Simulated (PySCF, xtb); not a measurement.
Sb(OH)2(TeH) (H₃O₂SbTe), SMILES [OH][Sb]([OH])[TeH]. One conformer was computed; it need not be the lowest.

Harmonic wavenumbers (cm⁻¹) from GFN2-xTB in xtb at its own minimum, in rising order: 44, 133, 140, 187, 205, 213, 278, 462, 492, 499, 835, 862, 1932, 3631, 3683.

Task: What does PBE0-D3(BJ)/def2-SVP (PySCF) give at its own minimum? (Estimate from the structure and the level; the computed values follow.)

Result: 70, 106, 138, 195, 201, 273, 370, 506, 615, 620, 831, 876, 2140, 3845, 3863. Paired by order, the mean absolute difference is 75 cm⁻¹ and the zero-point energies are 19.4 and 20.9 kcal/mol.
